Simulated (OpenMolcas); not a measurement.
**W IV: effect of the IPEA shift**

| Item | Value |
| --- | --- |
| Program | OpenMolcas 26.06 |
| Basis | ANO-RCC-VTZP [8s7p5d3f2g1h] |
| Scalar Hamiltonian | DKH2, point nucleus |
| Active space | 3 electrons in 10 orbitals (5d 6d) |
| State averaging | 2S+1 = 4 even, 10 roots; 2S+1 = 2 even, 40 roots |
| Spin-orbit coupling | state interaction with AMFI integrals over the reference wave functions, term energies averaged over their components |

Methods on the same reference wave functions:
A. CASSCF
B. MS-CASPT2, IPEA 0 Eh, imaginary shift 0.1 Eh (closed shells correlated: 5s 5p)
C. MS-CASPT2, IPEA 0.25 Eh, imaginary shift 0.1 Eh (closed shells correlated: 5s 5p)

Energies in cm-1 above 5d3 4F 3/2, the measured ground level; measured values from the list in J. Phys. B 45, 035001 (2012).

```csv
Level,A,B,C,Measured
5d3 4F 3/2,0.0,0.0,0.0,0.0
5d3 4F 5/2,3392,3720,3690,3537
5d3 4F 7/2,6766,7030,7010,6745
5d3 4F 9/2 [73 %],9717,9650,9670,9256
5d3 2G 7/2,17719,15860,16080,15261
5d3 2H 9/2 [51 %],18289,17140,17220,
5d3 4P 5/2,19469,18110,18150,17190
5d3 2H 11/2,24969,23750,23800,22223
5d3 2D 5/2(1),27374,24090,24540,22766
5d3 2F 7/2,34655,30380,30770,28412
5d3 2F 5/2,34791,30420,30810,27938
5d3 2D 5/2(2),51855,46760,46830,43287
5d3 2D 3/2(2),51973,46840,47040,
```

Deviations, from unrounded energies. A percentage is the sum of absolute deviations over the sum of measured energies, with the sign that they share, or ± where signs differ.

```csv
Against measurement,Levels,A,B,C
mean absolute deviation (cm-1),10,3400,1300,1500
fine structure of the ground term (%),3,±3.2,+4.5,+4.3
other terms of the ground configuration (%),7,+19.1,+6.9,+7.8
```

B lies closest to measurement on these levels and A furthest from it. The largest miss of B in the table is 5d3 2D 5/2(2), by +3500 cm-1. The ranking rests on the paired levels alone, and a cruder setting can come out closer through cancelling errors.

Between B and C the level of the table that moves most is 5d3 2D 5/2(1), by 450 cm-1 (lowest in B, highest in C). Moves below CASPT2's spread within the term are not significant.

The mean deviations of B to C differ by less than CASPT2's widest spread within a term (510 cm-1), so their order carries little weight.

From A to B the spin-free energies of the other terms of 5d3 shown, above 4F, scale by factors of 0.77 to 0.90, as is usual when dynamic correlation screens the repulsion within a d or f shell.

The lowest spin-free term lies below A's lowest term by 0.244 hartree in B, 0.239 hartree in C.

CASPT2 breaks the degeneracy within a term, and the mean is taken; among the terms shown or strongly mixed into the levels shown the widest spread is 510 cm-1 (5d3 4F, C). Over all roots computed the reference weight is 0.89 to 0.96 in B, 0.90 to 0.96 in C; the roots of lowest weight are the least certain, and an intruder state may touch them. Active for correlation alone: 6d; no level in the range computed is led by a configuration that fills it, so any true level of that kind is missing. Without dynamic correlation excited terms often stand tens of per cent too high (terms of higher spin than the ground term too low), and those without a measured partner can miss by more than the paired ones (holds for A). Some levels mix across a computed gap that differs much from the measured one, so their mixing is not that of the real levels (holds for A). Computed and measured levels are paired by configuration, term and J; levels that our copy of the source lacks, or whose pairing is in doubt (as where it misses far off the trend of its configuration), stay unpaired and out of the deviations. Only configurations of the active space appear. The table leaves out levels that lie high or whose names do not pair safely across all columns.

A share in square brackets marks a mixed level and gives the weight of the term that names it, the lowest over the columns. A number in round brackets counts repeated terms of one configuration in the order of the reference energies.
